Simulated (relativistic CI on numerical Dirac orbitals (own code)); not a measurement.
Mo5+ (4d) in a crystal field

Calculated by Dirac-Coulomb-Breit CI, orbitals from a KLI potential per configuration, a model potential for QED, one configuration in a parametric crystal field, unscaled Slater integrals (own radial code).

Field parameters in Wybourne normalisation: Oh B⁴₀ = 21Dq, B⁴₄ = √(5/14) B⁴₀. The field is a parameter set, without covalency.

S is read from ⟨S²⟩ = S(S + 1).

Levels (cm⁻¹, degeneracy): 0 (4), 1535 (2), 22768 (4).

Which field gives this pattern?
A. Oh, 10Dq = 22150 cm⁻¹
B. Oh, 10Dq = 42600 cm⁻¹
C. Oh, 10Dq = 35800 cm⁻¹
D. Oh, 10Dq = 28950 cm⁻¹

A. Oh, 10Dq = 22150 cm⁻¹, ground level with S = 0.50.
